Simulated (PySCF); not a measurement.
## Orbital picture of CaPb⁺

PBE at R = 3.279 Å; Ca def2-SVPD, Pb def2-SVPD with ECP60; scalar-relativistic core potentials (PySCF 2.14). State: ²Π (doublet), unpaired electrons π ↑. Only the outer orbitals are listed, counted within each symmetry, core potentials removing the inner ones.

```csv
spin,orbital,occ.,ε (eV),on Ca (%),main shells (%)
α,1δ,1,-25.53,0,100 Pb d
α,1δ,1,-25.46,0,100 Pb d
α,4π,1,-25.39,0,100 Pb d
α,8σ,1,-25.13,0,100 Pb d
α,4π,1,-25.12,0,100 Pb d
α,9σ,1,-16.38,5,95 Pb s
α,10σ,1,-8.83,54,"46 Ca s, 45 Pb p"
α,5π,1,-8.06,19,"80 Pb p, 14 Ca d"
α,5π,0,-7.98,19,"80 Pb p, 14 Ca d"
α,11σ,0,-7.14,82,"47 Ca s, 28 Ca d, 17 Pb p"
α,2δ,0,-6.48,100,100 Ca d
β,1δ,1,-25.47,0,100 Pb d
β,4π,1,-25.36,0,100 Pb d
β,1δ,1,-25.34,0,100 Pb d
β,8σ,1,-25.00,0,100 Pb d
β,4π,1,-24.99,0,100 Pb d
β,9σ,1,-15.91,5,94 Pb s
β,10σ,1,-8.59,64,"58 Ca s, 36 Pb p"
β,5π,0,-7.72,24,"75 Pb p, 19 Ca d"
β,5π,0,-7.17,37,"63 Pb p, 31 Ca d"
β,11σ,0,-7.11,78,"36 Ca s, 33 Ca d, 20 Pb p"
```

Q: Which are the highest filled and the lowest empty level, where do they sit, and how wide is the gap?

A: Highest filled α 5π at -8.06 eV (in %: 80 Pb p, 14 Ca d); lowest empty α 5π at -7.98 eV (in %: 80 Pb p, 14 Ca d); the gap at PBE is 0.08 eV. Both belong to one degenerate shell, split only by its one-sided filling, so this is no excitation gap.

```
bond order (Mayer)                                                                                                 : 1.30
⟨S²⟩                                                                                                               : 0.762
charge on Ca (Mulliken, basis-dependent)                                                                           : 0.54
charge on Ca (Löwdin, basis-dependent)                                                                             : 0.74
dipole moment (positive dipole points towards Pb; it is taken about the centre of mass and depends on that origin) : -10.34 D
polarisability along the bond                                                                                      : 220.7 bohr³
polarisability across the bond                                                                                     : 94.7 bohr³
```

These are scalar-relativistic numbers at best; spin–orbit coupling would shift them, the dissociation energy most. The state was picked by a PBE0 search and need not be the measured ground state.
